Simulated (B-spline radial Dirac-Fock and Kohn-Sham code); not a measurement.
# Core-level shifts of neon with charge state

Model: Dirac-Fock (average of configuration) total-energy differences with a finite nucleus, the Breit interaction including its frequency dependence, and self-energy and vacuum-polarisation corrections. Program: a radial atomic solver. Each ion is free and in its tabulated ground configuration. Correlation energy is missing from these numbers.

Reference: Ne, [He] 2s2 2p6, with K 869.3 eV, L1 49.44 eV. Shifts from it, in eV (a dash: the subshell is empty, belongs to an open shell averaged over j, or its hole state is left out as unreliable):

```tsv
ion	configuration	K	L1
Ne⁺	[He] 2s2 2p5	+26.4	+19.5
Ne²⁺	[He] 2s2 2p4	+57.8	+41.7
Ne³⁺	[He] 2s2 2p3	+94.0	+66.4
Ne⁴⁺	[He] 2s2 2p2	+134.8	+93.5
```

Values without a named source are computed, but for edge energies of neutral atoms, which are taken from tables.
